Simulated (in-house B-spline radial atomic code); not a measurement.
**RPA and G0W0 on LC-wPBE: Ge³⁺**

Configuration [Ar] 3d10 4s1, highest spin, mean-field start LC-wPBE. Computed with a B-spline radial code for spherical atoms: all electrons, scalar-relativistic (spin-free one-electron X2C), finite nucleus, each spin shell either full or empty, empty states to l = 9 with an (l + 1/2)⁻⁴ tail; G0W0 by contour deformation at full frequency.

RPA overbinds a lone outer s electron by self-correlation, and G0W0 tends to as well.

Command:
```bash
python run_gw.py task.json out
```
Settings (radii: box in bohr, nucleus in fm):
```
Z                        32
electrons                29
configuration            [Ar] 3d10 4s1
hamiltonian              x2c
method                   lc_wpbe
lmax                     9
rms_radius               4.0742
spin_polarised           True
box_radius               14.14
intervals                69
ion_configuration        [Ar] 3d10
```

Run time, properties included: 9.3 s on 1 thread of Arm Neoverse N1, with other jobs on the host.

Energies (hartree):

```json
{"term": "mean-field total", "value": "-2096.41783"}
{"term": "Hartree-Fock functional on these orbitals", "value": "-2095.07592"}
{"term": "direct second order", "value": "-2.5098"}
{"term": "second-order exchange", "value": "0.72972"}
{"term": "SOSEX correction", "value": "0.66893"}
```

**Question.** What is the RPA correlation energy, and what remains with SOSEX?

**Answer.** RPA gives -2.1573 hartree (-2.02 eV per electron); RPA + SOSEX gives -1.4884, and the second-order doubles -1.7801 hartree (no singles). SOSEX takes back 31 % of the RPA value.

Quasi-particle levels (eV):

```
  level  occupied  mean field  Σx - vxc     Σc  QP weight    G0W0
  4s up       yes      -45.30      0.26      ?          ?       ?
3d down       yes      -68.56     -9.66   2.66      0.935  -75.57
  3d up       yes      -68.83     -9.58   2.68      0.917  -75.73
4s down        no      -34.95      3.05  -2.10      0.969  -33.99
```

G0W0 = mean field + (Σx - vxc) + Σc, with Σc (partial-wave tail included) taken at the quasi-particle energy. Only the outer levels were computed. Levels of low weight are left out.

**Question.** Where does G0W0 put 4s up?

**Answer.** At -46.55 eV, with Σc = -1.51 eV and a quasi-particle weight of 0.977. The tabulated removal energy is 45.715 ± 0.0012 eV (NIST, measured); the calculation leaves out spin-orbit coupling, Breit and QED terms, and what these don't explain is the method's own error.

**Question.** What does it cost to remove one electron (to [Ar] 3d10) by differences of total energies, each species on its own start (correlation terms add to the Hartree-Fock functional)?

**Answer.** LC-wPBE 46.37 eV, Hartree-Fock functional 44.51 eV, + RPA 46.08 eV, + RPA + SOSEX 45.53 eV, + second order 46.03 eV. Tabulated: 45.715 ± 0.0012 eV (NIST, measured); the calculation leaves out spin-orbit coupling, Breit and QED terms, and what these don't explain is the method's own error.
